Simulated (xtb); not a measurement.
xtb input:

```bash
xtb mol.xyz --gfnff --opt tight --chrg 0 --uhf 0
```
mol.xyz:
```
3

Ca    -0.28121009    -0.09863860    -0.75686038
O     -0.33280527    -0.05175931     1.22314709
O      1.03583051     0.29835580     0.66900385
```

**Question.** Which total energy does the run end on?

**Answer.** -0.36559 Eh (GFN-FF).
